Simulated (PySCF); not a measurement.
# Ionisation energy of Fe⁺ by level of theory

Fe⁺ [Ar] 3d6 4s1 (6D) → Fe²⁺ [Ar] 3d6 (5D), as a difference of total energies. Calculation: PySCF 2.14, in def2-TZVPPD (6s6p4d2f1g, 67 functions); the non-relativistic Hamiltonian (point nucleus). Correlated levels: valence: [Ar] frozen; valence and next inner shell: [Ne] frozen. The calculations carry no spin-orbit coupling.

```csv
method,ionisation energy (eV)
UHF,15.115
LDA,16.857
PBE,16.604
PBE0,16.282
r2SCAN,16.462
r2SCAN0,16.237
MN15,15.836
wB97X-V,15.898
BLYP,16.582
MP2 (valence),15.651
SCS-MP2 (valence),15.420
MP2 (valence and next inner shell),15.916
SCS-MP2 (valence and next inner shell),15.687
```

Q: How much does correlation contribute at MP2 (valence and next inner shell)?

A: 15.916 − (15.115) = 0.801 eV, measured against UHF.

These non-relativistic numbers lack the scalar-relativistic shift.

Errors of the correlated levels include the incompleteness of this basis and the frozen core.

For comparison: 16.199 eV (measured; NIST Atomic Spectra Database, ionization energies).
